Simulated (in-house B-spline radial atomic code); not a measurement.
The outermost shell (largest non-relativistic mean radius) with and without relativity; Dirac values are averaged over j. Computed with a B-spline radial code for spherical atoms: non-relativistic Hartree-Fock and Dirac-Hartree-Fock, averages of the configuration (point nuclei without relativity, finite nuclei with it).

| ion | configuration | outermost shell | radius non-relativistic (bohr) | radius Dirac (bohr) | radius change (%) | level non-relativistic (eV) | level Dirac (eV) | spin-orbit splitting (eV) |
| --- | --- | --- | --- | --- | --- | --- | --- | --- |
| Al5+ | [He] 2s2 2p4 | 2s | 0.5849 | 0.58326 | -0.28037 | -233.620 | -234.28 | - |
| Si5+ | [He] 2s2 2p5 | 2s | 0.54688 | 0.54508 | -0.32909 | -255.825 | -256.7 | - |
| P5+ | [He] 2s2 2p6 | ? | ? | ? | ? | ? | ? | ? |
| S5+ | [Ne] 3s1 | 3s | 1.4296 | 1.4255 | -0.28885 | -87.377 | -87.62 | - |
| Cl5+ | [Ne] 3s2 | 3s | 1.3276 | 1.3232 | -0.32636 | -94.867 | -95.165 | - |
| Ar5+ | [Ne] 3s2 3p1 | ? | ? | ? | ? | ? | ? | ? |
| K5+ | [Ne] 3s2 3p2 | 3p | 1.2038 | 1.2024 | -0.12039 | -97.730 | -97.785 | 0.38303 |
| Ca5+ | [Ne] 3s2 3p3 | 3p | 1.1277 | 1.1261 | -0.14047 | -105.192 | -105.26 | 0.49868 |

(1) Fill in the row of P5+.

(2) Fill in the row of Ar5+.

(3) Which member changes most?

## Answers

(1) outermost shell: 2s; radius non-relativistic (bohr): 0.51344; radius Dirac (bohr): 0.51148; radius change (%): -0.38198; level non-relativistic (eV): -278.973; level Dirac (eV): -280.1.

(2) outermost shell: 3p; radius non-relativistic (bohr): 1.2913; radius Dirac (bohr): 1.29; radius change (%): -0.10157; level non-relativistic (eV): -90.377; level Dirac (eV): -90.418; spin-orbit splitting (eV): 0.28906.

(3) Phosphorus (P5+): its 2s shell contracts by 0.4 %.
